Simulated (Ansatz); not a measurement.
Basis-set extrapolation for C2H7BSSi (PBE0-D4/def2-TZVP geometry, frozen core, Ansatz). Multiplicity 1, RHF reference.

```json
{"": "HF", "def2-TZVPP": "-790.967610", "def2-QZVPP": "-790.992183"}
{"": "MP2 correlation", "def2-TZVPP": "-0.748198", "def2-QZVPP": "-0.800440"}
{"": "CCSD(T) correlation", "def2-TZVPP": "-0.844262", "def2-QZVPP": "not run"}
```

Energies in hartree. Use E(X) = E(∞) + A·exp(−7.88·√X) for Hartree–Fock and E(X) = E(∞) + B·X^(−2.97) for correlation, with X = 3 and 4, and add CCSD(T) minus MP2 of the smaller set to the MP2 limit.

Question: What is the CCSD(T) energy at the basis-set limit?

Answer: HF limit: -790.992183 + (-0.024573) × 0.13774 = -790.99557. MP2 limit: -0.800440 + (-0.052242) × 0.74074 = -0.83914. Higher-order term: -0.844262 − (-0.748198) = -0.09606. Total: -791.93077 hartree, 74.6 kcal/mol below CCSD(T)/def2-TZVPP.
